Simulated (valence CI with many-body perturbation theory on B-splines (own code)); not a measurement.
# Cd41+: key properties

Computed by valence CI with perturbative core correlation (CI+MBPT): five valence electrons over a frozen Dirac-Fock core [He], a basis of 9 s, 9 p, 8 d, 6 f, 3 g, 1 h functions for each j, with the one-electron correlation potential Σ1, the two-electron term Σ2, the three-electron term Σ3, Breit, model QED; selected CI, second order for the rest (own B-spline code, finite nucleus).

The last digits are not significant, and no measured levels were compared; by estimate large intervals hold to a few tenths of a per cent, small ones and those within an open d or f shell to about a per cent. Among the levels kept, up to 1500 cm⁻¹ of a level comes from second order outside the variational space, and about a tenth of that is noise between levels of different J, which matters for small intervals.

Levels are named by their leading jj configuration (3d3/2^4 stands for four electrons in 3d with j = 3/2), which in mixed levels can hold well under half, so a name can repeat and another be missing.

Rates and lifetimes use the calculated energies. Strong lines usually hold to 10 to 20 %, long lifetimes can be off by a factor of two.

(1) What is the ground level?

(2) Name the longest-lived excited levels whose lifetime is computed, and their main decay.

(3) How well does LS coupling describe the low levels?

(4) Where does the other parity begin?

(5) What are the static dipole polarisabilities of the lowest levels?

(6) Among levels below 4109.1 eV, which E1 lines absorb most strongly from the ground level?

(7) What is the ionisation energy?

## Answers

(1) (2s^2 2p1/2^2 2p3/2) J=3/2, composition 45 % 2s²2p³ ²P° + 30 % 2s²2p³ ⁴S° + 25 % 2s²2p³ ²D°, g = 1.388.

(2) (2s^2 2p1/2 2p3/2^2) J=5/2 at 204.0 eV lives 84.0 ns, mostly by M1 to (2s^2 2p1/2^2 2p3/2) J=3/2; (2s^2 2p1/2 2p3/2^2) J=1/2 at 229.9 eV lives 19.7 ns, mostly by M1 to (2s^2 2p1/2^2 2p3/2) J=3/2; (2s^2 2p1/2 2p3/2^2) J=3/2 at 185.9 eV lives 14.8 ns, mostly by M1 to (2s^2 2p1/2^2 2p3/2) J=3/2.

(3) Among the lowest 20 levels the leading LS term, summed over configurations, holds 64 % on average. For single configurations the figures are 63 % in LS and 98 % in jj coupling. Terms mix most in the J = 3/2 level at 3674.3 eV, where the leading one holds 29 %.

(4) At (2s 2p1/2^2 2p3/2^2) J=5/2, 371.3 eV.

(5) (2s^2 2p1/2^2 2p3/2) J=3/2 0.000669 (tensor 0.00012) bohr³, of which the core gives 1.53e-06.

(6) to (2s^2 2p1/2 2p3/2 3d3/2) J=5/2 at 0.3147 nm, f = 0.476; to (2s^2 2p1/2^2 3d5/2) J=5/2 at 0.3305 nm, f = 0.432; to (2s^2 2p1/2 2p3/2 3d3/2) J=3/2 at 0.3138 nm, f = 0.262.

(7) 6462.6 eV; NIST lists 6460 ± 40 eV (semi-empirical).
